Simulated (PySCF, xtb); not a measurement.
C2H5In, SMILES C=[CH][InH2].

GFN2-xTB (xtb) at its own geometry gives an orbital gap of 4.18 eV and a dipole moment of 1.73 D.

Coordinates come from a PBE-D3(BJ)/def2-SVP optimisation. The def2 effective core potentials stand for the cores of In; spin–orbit coupling is left out.

Question: What does PBE/def2-TZVPD (PySCF) give? (Estimate from the structure and the level; the computed values follow.)

Answer: gap 3.85 eV (levels -6.43 and -2.58 eV), dipole 0.65 D.
